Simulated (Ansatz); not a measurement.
The molecule F2+, multiplicity 4 (an upper state: multiplicity 2 came lower at CCSD(T)/def2-TZVPP on PBE0 minima).

Seven points along R, fitted to fifth degree in 1/R; most abundant isotopes. Runs in def2 and cc sets follow the lowest solution found near the PBE0 minimum.

Codes used: Ansatz (a program for electronic structure). 

| level | r_e (Å) | ω_e (cm⁻¹) | α_e (cm⁻¹) | ω_e x_e (cm⁻¹) |
|---|---|---|---|---|
| PBE0/def2-TZVPP | 1.848 | 422 | 0.010 | 7.8 |
| wB97X-V/def2-TZVPP | 1.828 | 455 | 0.0082 | 6.3 |
| CCSD/def2-TZVPP | 1.771 | 540 | 0.0076 | 6.3 |

Correlated levels freeze the cores.

Doubts at one or more of the structures used: other coupled-cluster roots lie near (CCSD/def2-TZVPP).
